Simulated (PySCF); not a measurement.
Gas-phase reaction: SF6 + O2 → SO2 + 6 F

Method: PySCF energies (xtb for GFN2) plus ideal-gas RRHO corrections (1 bar). Table values come from the NASA 1993 polynomials. † marks an energy on the PBE0/def2-TZVP geometry and frequencies; other levels use their own. 6-31G* has spherical d functions here. Open shells (unrestricted): O2 (multiplicity 3), F (multiplicity 2, electronic degeneracy 6); the rest are closed-shell singlets. GFN2 has no spin-polarisation term. Spin-orbit splitting is ignored; it lowers the true energy and changes the entropy of F. B3LYP is the form with VWN-RPA correlation. The harmonic model lacks anharmonicity and excited electronic states, which grow with temperature; levels with a mode under 35 cm⁻¹ are left out.

```tsv
level	ΔH°(298 K), kJ	minus table	ΔG°(600 K), kJ
table	1400.0	-	973.4
B3LYP/6-31G*	1411.6	11.6	983.0
GFN2-xTB	1493.8	93.8	1075.3
HF/def2-TZVP†	660.7	-739.3	229.4
M06-2X/def2-TZVP†	1430.0	30.0	998.6
PBE0/def2-QZVP†	1416.9	16.9	985.6
PBE0/def2-SVP†	1409.2	9.2	977.9
LDA/def2-TZVP†	2027.8	627.8	1596.5
ωB97M-V/def2-TZVP†	1434.8	34.8	1003.5
ωB97X-V/def2-TZVP†	1450.8	50.8	1019.5
```
